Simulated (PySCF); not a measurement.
# Working out the ionisation energy of Sb+

Sb+ [Kr] 4d10 5s2 5p2 (3P) → Sb(2+) [Kr] 4d10 5s2 5p1 (2P). Calculation: PySCF 2.14, in aug-cc-pVTZ-PP with ECP28MDF (6s5p4d2f, 55 functions); scalar relativity through the core potential. Frozen: 4s2 4p6 4d10. Energies in hartree (1 hartree = 27.21139 eV):

```csv
part,Sb+ (lower),Sb(2+) (upper)
UHF,-238.962344,-238.374161
MP2 opposite-spin,-0.038233,-0.031823
MP2 same-spin,-0.007641,-0.002252
```

Question: What does Hartree-Fock give?

Answer: (-238.374161) − (-238.962344) = 0.588183 hartree = 16.005 eV.

Question: What do MP2 and SCS-MP2 (6/5 opposite-spin, 1/3 same-spin) give?

Answer: The opposite-spin parts differ by 0.174 eV and the same-spin parts by 0.147 eV. MP2: 16.005 + (0.174) + (0.147) = 16.326 eV. SCS-MP2: 16.005 + 1.2 × (0.174) + (0.147)/3 = 16.263 eV.

Reference: 16.626 ± 0.025 eV (measured; NIST Atomic Spectra Database, ionization energies), between the lowest levels; spin-orbit coupling is absent from the calculation.

What remains against the reference includes basis incompleteness, the frozen core and correlation beyond second order.
